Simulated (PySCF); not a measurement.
## Static response to an electric field

C3H7Cl2NSi2.
Cartesian coordinates in Å at the GFN2-xTB level; atoms count from 1:
```
atom  x, y, z in Å
N1    -1.4424    1.3878   -1.7958
C2    -1.7453    0.5532   -1.0729
C3    -2.0568   -0.4941   -0.1555
Si4   -0.4362   -1.4079    0.3696
Si5    1.1042    0.1901    1.0755
Cl6    0.2307    1.6569    2.1750
C7     1.8686    1.0586   -0.4536
Cl8    2.6615   -0.1806   -1.4674
H9    -2.5425   -0.0551    0.7179
H10   -2.7610   -1.1808   -0.6266
H11   -0.8684   -2.3458    1.4147
H12    0.0047   -2.1846   -0.7911
H13    2.2226   -0.3224    1.8719
H14    2.6342    1.7903   -0.2017
H15    1.1217    1.5423   -1.0817
```

Level: CAM-B3LYP/def2-SVPD (PySCF), static field, nuclei fixed, core orbitals frozen in the response. The polarisability tensor in these axes (au):

```
x   116.89   2.09  -5.51
y     2.09 117.06   1.38
z    -5.51   1.38 116.54
```

Question: Diagonalise the tensor; give its mean and Δα, where Δα² is half the sum of the squared differences of the eigenvalues.

Answer: Principal values 110.32, 117.89 and 122.29 au; mean 116.83 au = 17.31 Å³ = 19.26 × 10⁻⁴⁰ C²·m²/J; Δα = 10.49 au (9 % of the mean).

Question: What is the dipole moment, and where does it point?

Answer: (-1.05, -2.47, 2.52) D, 3.68 D in size, pointing from the negative to the positive side. Measured along this direction, the outermost atoms are H15 and H14 at the negative end and H11 at the positive end.

Question: Rayleigh depolarisation ratio (linearly polarised light, static tensor)?

Answer: ρ = 3Δα²/(45ᾱ² + 4Δα²) = 329.9/(614251 + 439.9) = 0.000537.

Question: What molar refraction does this α imply?

Answer: Lorentz–Lorenz: R = (4π/3)N_A α = 2.5225 cm³/(mol·Å³) × 17.31 Å³ = 43.7 cm³/mol, in the limit of long wavelengths.

Question: Find the Langevin capture rate constant for O2+ (31.990 u) meeting this molecule (182.949 u), k = 2.342 × 10⁻⁹ cm³/s × √(α in Å³ / reduced mass in u).

Answer: The reduced mass is 27.23 u, so k = 1.87 × 10⁻⁹ cm³/s. The formula leaves out the permanent dipole, which adds to the capture rate.

Geometry: GFN2-xTB, one conformer, isolated molecule.

The run behind these numbers computed excited states as well. Time: 2.1 min; peak memory 1.1 GiB. Hardware: Arm Neoverse V1, one thread, shared host.
